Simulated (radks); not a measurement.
Values are calculated unless marked as measured or tabulated.
All-electron atom: W in [Xe] 4f10 5d7 6s1 6p2 (not the ground configuration).

Level of theory: Dirac Kohn-Sham, PBE, spin-unpolarised, spherical densities, finite nucleus; open shells fill j = l - 1/2 first; Fermi nuclear charge, rms radius 5.3658 fm (a radial shooting solver on a logarithmic mesh with Libxc functionals).

Energy parts (hartree):
total: -16156.4073
kinetic: 18198.1635
electron-nucleus: -40244.0852
Hartree: 6211.8173
exchange-correlation: -322.3029

Orbitals (lengths in bohr, moments of r in powers of bohr):
| orbital | occ. | eigenvalue (hartree) | <r^4> |
|---|---|---|---|
| 1s1/2 | 2 | -2551.056 | 5.823e-07 |
| 2s1/2 | 2 | -441.5761 | 0.00008719 |
| 2p1/2 | 2 | -422.4000 | 0.00005251 |
| 2p3/2 | 4 | -372.7121 | 0.00007651 |
| 3s1/2 | 2 | -103.3511 | 0.003220 |
| 3p1/2 | 2 | -94.79415 | 0.002843 |
| 3p3/2 | 4 | -84.05563 | 0.003754 |
| 3d3/2 | 4 | -69.60931 | 0.002552 |
| 3d5/2 | 6 | -67.27732 | 0.002778 |
| 4s1/2 | 2 | -22.74995 | 0.07281 |
| 4p1/2 | 2 | -19.18777 | 0.07875 |
| 4p3/2 | 4 | -16.63224 | 0.1029 |
| 4d3/2 | 4 | -10.76231 | 0.1263 |
| 4d5/2 | 6 | -10.28161 | 0.1370 |
| 5s1/2 | 2 | -3.67093 | 1.888 |
| 4f5/2 | 6 | -2.89119 | 0.2633 |
| 4f7/2 | 4 | -2.79513 | 0.2761 |
| 5p1/2 | 2 | -2.52423 | 2.701 |
| 5p3/2 | 4 | -2.07664 | 3.704 |
| 5d3/2 | 4 | -0.51311 | 15.01 |
| 5d5/2 | 3 | -0.46448 | 17.34 |
| 6s1/2 | 1 | -0.31489 | 121.9 |
| 6p1/2 | 2 | -0.12203 | 421.4 |
| 6p3/2 | 0 | -0.09304 | 672.7 |

The highest occupied level is 6p1/2 at -3.321 eV. The electron density at the nucleus is 1.425e+06 e/bohr^3. The density falls to 0.001 e/bohr^3 at r = 4.98 bohr.
